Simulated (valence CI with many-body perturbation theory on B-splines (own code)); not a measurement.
Results of a calculation; reference values are marked as such.
Sc14+: configurations and terms from energies and g

Method: valence CI with perturbative core correlation (CI+MBPT): five valence electrons over a frozen Dirac-Fock core [He], radial functions for each j: 11 s, 11 p, 10 d, 8 f, 5 g, 2 h, with the one-electron correlation potential Σ1 (screened to all orders), the two-electron term Σ2, the three-electron term Σ3, Breit, model QED; selected single and double excitations, second order for the rest, scaled by the run's own slope (own B-spline code, finite nucleus).

No measured spectrum was set against this ion. As an estimate, levels of excited configurations hold to 0.05 to 0.15 % of their energy, terms of the ground configuration to about 0.5 %. Among the levels kept, up to 5500 cm⁻¹ of a level comes from second order outside the variational space, and about a tenth of that is noise between levels of different J, which matters for small intervals.

```
No.    J  Parity  E (eV)      g
  1  3/2     odd    0.00  1.981
  2  3/2     odd   13.81  0.878
  3  5/2     odd   15.14  1.198
  4  1/2     odd   22.96  0.663
  5  3/2     odd   24.89  1.270
  6  5/2    even   68.46  1.595
  7  3/2    even   71.59  1.730
  8  1/2    even   72.97  2.660
  9  3/2    even   94.44  0.807
 10  5/2    even   94.78  1.202
 11  1/2    even  109.43  1.837
 12  3/2    even  113.74  1.325
 13  1/2    even  118.08  0.835
 14  3/2     odd  178.83  1.332
```

Energies count from the lowest level. Strongly mixed levels and levels close to another of their J and parity are left out, so the numbers can have gaps.

Task: Give configuration and LS term of each level.

Result: 1: 2s2 2p3 4S°; 2: 2s2 2p3 2D°; 3: 2s2 2p3 2D°; 4: 2s2 2p3 2P°; 5: 2s2 2p3 2P°; 6: 2s 2p4 4P; 7: 2s 2p4 4P; 8: 2s 2p4 4P; 9: 2s 2p4 2D; 10: 2s 2p4 2D; 11: 2s 2p4 2S; 12: 2s 2p4 2P; 13: 2s 2p4 2P; 14: 2p5 2P°.
